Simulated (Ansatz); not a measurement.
`F[Si](F)([SiH3])Br` → `F[Si]F` + `[SiH3]Br`  (silylene formation by 1,1-elimination)

Program: Ansatz. Geometries: PBE0-D4/def2-TZVP. ΔE: electronic, gas phase. CCSD(T)/CBS adds triple-zeta CCSD(T) − MP2 to the extrapolated MP2 energy (def2 sets, frozen cores). This one scheme is used for every species. Functionals use def2-TZVPP. B3LYP here is the variant with VWN-RPA as its local correlation; programs differ in this. For Br outer-core shells are correlated without core-valence functions, which leaves a few kJ/mol of doubt a bond. Scalar relativity is left out up to krypton.

**Question.** Is it downhill or uphill in electronic energy at CCSD(T)/CBS, and by how much? (Estimate.)

**Answer.** The calculation gave: Uphill: ΔE = +34.6 kcal/mol.

**Question.** What do these levels give: LDA (SPW92), B3LYP-D4, B2PLYP, r2SCAN, r2SCANh, CCSD/def2-SVP? (Estimate.)

**Answer.** The calculation gave: LDA (SPW92) 41.0, B3LYP-D4 33.4, B2PLYP 31.7, r2SCAN 39.2, r2SCANh 39.4, CCSD/def2-SVP 29.8 kcal/mol.

Largest T1 diagnostic among the species: 0.015.

Leaving LDA and LC-ωPBE aside and taking each functional with its dispersion term where it has one, the values, not all of them listed here, spread over 9.8 kcal/mol, from BLYP-D4 to r2SCAN0-D4. LDA lies +7.4 kcal/mol from PBE without D4. From PBE to PBE0 (25 % exact exchange), in def2-TZVPP and without D4, ΔE moves by +2.8 kcal/mol. In def2-TZVPP, CCSD(T) changes the Hartree–Fock value by +2.4 kcal/mol (the triples alone add +0.6 kcal/mol) and MP2 by +4.2 kcal/mol.
